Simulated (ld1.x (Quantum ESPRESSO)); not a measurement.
cobalt: variants of one TM semilocal potential

Base potential:

| Item | Value |
| --- | --- |
| Element | cobalt |
| Generator | ld1.x (Quantum ESPRESSO) 7.5 |
| Type | norm-conserving Troullier–Martins (semilocal form) |
| Functional | PBE |
| Relativity | scalar-relativistic |
| Frozen core | [Ne] 3s2 |
| Valence charge | 15 |
| Reference configuration | 3p6 3d7 4s1.5 4p0 (charge +0.5) |
| Partial waves | 3p (bound): rc 1.10 bohr; 3d (bound): rc 1.55 bohr; 4s (bound): rc 2.25 bohr |
| Local potential | the s channel |
| Core correction | Bessel-smoothed model core inside 0.65 bohr |

Cutoffs, loose and tight: the cutoffs (Ry, on a coarse ladder) from which the occupation-weighted sum of valence levels, in a spherical-Bessel basis at the reference potential, stays within 10 and 1 mRy of its value at 400 Ry. They do not see the model core or the augmentation charge, which bear on the density cutoff. Test errors are all-electron minus pseudo excitation energies from the reference, over the configurations 3p6 3d7 4s2 4p0; 3p6 3d7 4s1 4p0; 3p6 3d7 4s0 4p0; 3p6 3d8 4s1 4p0; 3p6 3d7 4s0 4p1; 3p6 3d8 4s0 4p0; 3p6 3d7 4s0 4p2. A dash means not determined; rows that change the core or the reference have their own tests.

A semilocal file is local in each channel, so a ghost entry of none says nothing of the separable form that plane-wave codes build from it.

```csv
change,outcome,"cutoff, loose","cutoff, tight",bound ghosts,largest test error (meV)
base,generated,110 Ry,180 Ry,none,-102
core correction none,generated,110 Ry,180 Ry,none,-94
core correction Bessel-smoothed model core inside 0.50 bohr,generated,110 Ry,180 Ry,none,-101
core correction Bessel-smoothed model core inside 0.74 bohr,generated,110 Ry,180 Ry,none,-102
core correction Bessel-smoothed model core inside 0.86 bohr,generated,110 Ry,180 Ry,none,-102
core correction Bessel-smoothed model core inside 1.10 bohr,generated,110 Ry,180 Ry,none,-102
core correction Bessel-smoothed model core inside 1.32 bohr,generated,110 Ry,180 Ry,none,-101
```
